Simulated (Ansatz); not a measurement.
Molecular dynamics of C$_{4}$H$_{11}$BSi

Input:

```yaml
crystal:
  periodic: [false, false, false]
  atoms:
    - { symbol: C, position_ang: [1.147021, 2.525406, 0.489834] }
    - { symbol: B, position_ang: [0.386366, 1.173147, 0.254161] }
    - { symbol: C, position_ang: [0.922548, -0.237836, -0.264073] }
    - { symbol: C, position_ang: [-0.28469, -1.155221, 0.224533] }
    - { symbol: C, position_ang: [-0.703507, -2.274454, -0.766873] }
    - { symbol: Si, position_ang: [-1.396561, 0.371062, 0.500123] }
    - { symbol: H, position_ang: [0.790845, 3.26817, -0.246882] }
    - { symbol: H, position_ang: [0.917941, 2.953006, 1.479687] }
    - { symbol: H, position_ang: [2.23965, 2.453915, 0.387844] }
    - { symbol: H, position_ang: [1.926358, -0.568886, 0.053517] }
    - { symbol: H, position_ang: [0.938559, -0.21627, -1.372396] }
    - { symbol: H, position_ang: [-0.011647, -1.619735, 1.187185] }
    - { symbol: H, position_ang: [-0.984561, -1.851475, -1.744551] }
    - { symbol: H, position_ang: [0.120775, -2.987895, -0.932409] }
    - { symbol: H, position_ang: [-1.567163, -2.840266, -0.381518] }
    - { symbol: H, position_ang: [-2.339742, 0.570746, -0.581611] }
    - { symbol: H, position_ang: [-2.121291, 0.436185, 1.753829] }
basis:
  gaussian: { orbitals: STO-3G }
hamiltonian:
  xc: b3lyp
  dispersion: d4
md:
  timestep: 1.0
  n_steps: 237
  ensemble: nvt_langevin
  temperature: 50.0
  initial_velocities: maxwell_boltzmann
  seed: 371298
  friction: 0.01
```

Run as:

```bash
$ ansatz run input.yaml --threads 1 --pin off --max-ram 2048MiB --backend cpu --events-out ev --progress --plain --runs-dir out
```

It starts from a relaxed structure.

Output, in part (step lines, the closing report, with atoms numbered from 0):

```
md step     0: t =     0.00 fs  T =    47.1 K  F+E_penalty+E_count = -12731.32431579 eV  E_kin = 0.103408 eV  (22 SCF iters)
[... lines left out ...]
Total energy: -12731.25233570 eV, -467.8648937840 hartree
Atom 0 at     1.286396     2.291055     0.813247 Å, force     0.362801    -0.577418     0.537797 eV/Å
Atom 1 at     0.430001     1.018735     0.514718 Å, force     0.028050     0.007624     0.151721 eV/Å
Atom 2 at     0.885923    -0.415176    -0.023739 Å, force     0.065271     0.023830    -0.370624 eV/Å
Atom 3 at    -0.489097    -1.210098     0.130292 Å, force    -0.244485    -0.344257     0.230821 eV/Å
Atom 4 at    -0.916485    -1.994546    -1.155957 Å, force    -0.032637    -0.143323     0.130243 eV/Å
Atom 5 at    -1.420964     0.399186     0.599943 Å, force    -0.394813    -0.186463    -0.130771 eV/Å
Atom 6 at     1.312966     2.837158    -0.125063 Å, force     0.133055     0.543177    -0.703614 eV/Å
Atom 7 at     0.865270     2.975226     1.564151 Å, force     0.030555    -0.080787     0.038625 eV/Å
Atom 8 at     2.335602     2.043483     1.071377 Å, force    -0.296238     0.214283    -0.013692 eV/Å
Atom 9 at     1.735509    -0.855951     0.521098 Å, force     0.068230    -0.154094     0.062492 eV/Å
Atom 10 at     1.195004    -0.391931    -1.094122 Å, force    -0.063478     0.120343     0.301896 eV/Å
Atom 11 at    -0.430632    -1.935265     0.987383 Å, force    -0.007857     0.485512    -0.626921 eV/Å
Atom 12 at    -0.994351    -1.356834    -2.062229 Å, force    -0.021014    -0.059304     0.453137 eV/Å
Atom 13 at    -0.193635    -2.789784    -1.376610 Å, force     0.348592    -0.051221    -0.094782 eV/Å
Atom 14 at    -1.873835    -2.522374    -1.007513 Å, force    -0.137554     0.298697     0.010450 eV/Å
Atom 15 at    -2.328367     0.878883    -0.428070 Å, force     0.083728    -0.067140    -0.003256 eV/Å
Atom 16 at    -2.172108     0.379558     1.840713 Å, force     0.077793    -0.029459     0.026480 eV/Å
Dipole moment:     0.048885     0.122561     0.009422 e Å
```

The steps, from the saved trajectory:

| time (fs) | T (K) | potential energy less start (eV) |
| --- | --- | --- |
| 0.0 | 47 | 0.000 |
| 7.0 | 24 | 0.061 |
| 14.0 | 22 | 0.070 |
| 21.0 | 33 | 0.047 |
| 28.0 | 32 | 0.055 |
| 35.0 | 32 | 0.056 |
| 42.0 | 25 | 0.068 |
| 49.0 | 27 | 0.054 |
| 56.0 | 36 | 0.038 |
| 63.0 | 24 | 0.076 |
| 70.0 | 32 | 0.076 |
| 77.0 | 32 | 0.070 |
| 84.0 | 34 | 0.076 |
| 91.0 | 36 | 0.072 |
| 98.0 | 36 | 0.069 |
| 105.0 | 41 | 0.061 |
| 112.0 | 37 | 0.080 |
| 119.0 | 42 | 0.082 |
| 126.0 | 33 | 0.090 |
| 133.0 | 43 | 0.069 |
| 140.0 | 29 | 0.123 |
| 147.0 | 55 | 0.078 |
| 154.0 | 47 | 0.088 |
| 161.0 | 53 | 0.090 |
| 168.0 | 50 | 0.065 |
| 175.0 | 40 | 0.077 |
| 182.0 | 45 | 0.068 |
| 189.0 | 33 | 0.106 |
| 196.0 | 49 | 0.075 |
| 203.0 | 40 | 0.113 |
| 210.0 | 49 | 0.083 |
| 217.0 | 40 | 0.088 |
| 224.0 | 45 | 0.083 |
| 231.0 | 41 | 0.101 |

The run went to its last step. The mean temperature of the second half is 12 % below the set value. A run of 0.24 ps of so small a system gives no equilibrium averages. Limits of this set-up: minimal basis.

The same pairs are bonded in the first frame and the last. Pairs count as bonded within 1.25 times the sum of covalent radii (0.12 Å more for H–H).

Last frame:

```xyz
17
Properties=species:S:1:pos:R:3
C 1.286 2.291 0.813
B 0.430 1.019 0.515
C 0.886 -0.415 -0.024
C -0.489 -1.210 0.130
C -0.916 -1.994 -1.156
Si -1.421 0.399 0.600
H 1.313 2.837 -0.125
H 0.865 2.975 1.564
H 2.336 2.043 1.071
H 1.736 -0.856 0.521
H 1.195 -0.392 -1.094
H -0.431 -1.935 0.987
H -0.994 -1.357 -2.062
H -0.194 -2.790 -1.377
H -1.874 -2.522 -1.008
H -2.328 0.879 -0.428
H -2.172 0.380 1.841
```

Run time: 30 min on 1 thread of AMD EPYC (Zen 3), with other jobs on the host, peak memory 0.13 GiB.
